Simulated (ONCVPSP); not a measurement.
Before and after: ONCV potential for Eu (Z = 63)

| Item | Value |
| --- | --- |
| Element | Eu |
| Generator | ONCVPSP 4.0.1 |
| Type | optimised norm-conserving Vanderbilt (ONCV) |
| Functional | PBEsol |
| Relativity | fully relativistic |
| Frozen core | [Kr] 4d10 4f6 |
| Valence charge | 11 |
| Reference configuration | 5s2 5p6 5d1 6s1.75 (charge +0.25) |
| Partial waves | 5s+6s: rc 2.50 bohr, ncon 5, nbas 8, qcut 4.3 1/bohr, 2 projectors; 5p: rc 2.05 bohr, ncon 4, nbas 8, qcut 5.2 1/bohr, 2 projectors, debl 1.3 Ha; 5d: rc 3.60 bohr, ncon 4, nbas 9, qcut 4.3 1/bohr, 1 projector; f scattering state at 0.12 Ha: rc 2.90 bohr, ncon 4, nbas 9, qcut 3.4 1/bohr, 3 projectors, debl 3.3 Ha |
| Local potential | polynomial inside 1.40 bohr (lpopt 5, dvloc0 2 Ha) |
| Core correction | polynomial model core, fcfact 0.55 |

Open shells are filled in proportion to 2j + 1.

All-electron outer shells of the reference configuration (PBEsol, scalar-relativistic, ld1.x):

```csv
shell,level (eV),outermost node (bohr),outermost maximum (bohr)
5s,-49.71,0.67,1.21
5p,-28.10,0.72,1.38
4f,-9.86,–,0.59
6s,-5.30,1.63,3.38
5d,-4.03,0.81,1.98
```

Change: p: rc 1.88.

Cutoffs: the cutoffs (Ha) at which the residual kinetic energy of the hardest occupied pseudo-wave falls to 1 and 0.1 mHa per electron; they do not see the model core or the augmentation charge, which bear on the density cutoff. Errors are all-electron minus pseudo energies relative to the spin-unpolarised reference configuration.

Task: What does the change do?

Result: The potential gets harder (9.3 Ha and 18 Ha → 12 Ha and 39 Ha); the errors of the 4 common tests hardly move; neither file shows a bound ghost. A smaller radius makes the pseudo-wave follow the all-electron one further in, where it bends more sharply, so more plane waves are needed.

```csv
quantity,base,changed
"cutoff, loose",9.3 Ha,12 Ha
"cutoff, tight",18 Ha,39 Ha
loose cutoff by channel,"s 7.7 Ha, p 9.3 Ha, d 6.1 Ha","s 7.7 Ha, p 12 Ha, d 6.1 Ha"
bound ghosts,none,none
GHOST(+) flags under 300 eV,s at 63.6 eV,s at 63.6 eV
"error for 5s2 5p6 5d1 6s2, meV [ΔE -1.17 eV]",-0.1,-0.1
"error for 5s2 5p6 5d1 6s1, meV [ΔE 5.41 eV]",-2.3,-2.3
"error for 5s2 5p6 5d1 6s0, meV [ΔE 17.29 eV]",-26,-26
"error for 5s2 5p6 5d2 6s0, meV [ΔE 6.32 eV]",+4.1,+4.2
s: phases at 2.54 bohr within 0.05 rad from the reference energy up to (Ha; the scan ends near 5),2.1,2.1
d5/2: phases at 3.66 bohr within 0.05 rad from the reference energy up to (Ha; the scan ends near 5),0.4,0.4
d3/2: phases at 3.66 bohr within 0.05 rad from the reference energy up to (Ha; the scan ends near 5),0.4,0.4
f7/2: phases at 2.95 bohr within 0.05 rad from the reference energy up to (Ha; the scan ends near 5),0.3,0.3
f5/2: phases at 2.95 bohr within 0.05 rad from the reference energy up to (Ha; the scan ends near 5),0.3,0.3
"rms error of d²Exc/dni dnj with the model core, mHa",2.19,2.22
```

Base: The cutoffs count occupied waves only; projector 3 of the f channel, the hardest unoccupied one, needs 50 Ha at the loose tolerance. Changed file: The cutoffs count occupied waves only; projector 3 of the f channel, the hardest unoccupied one, needs 50 Ha at the loose tolerance.
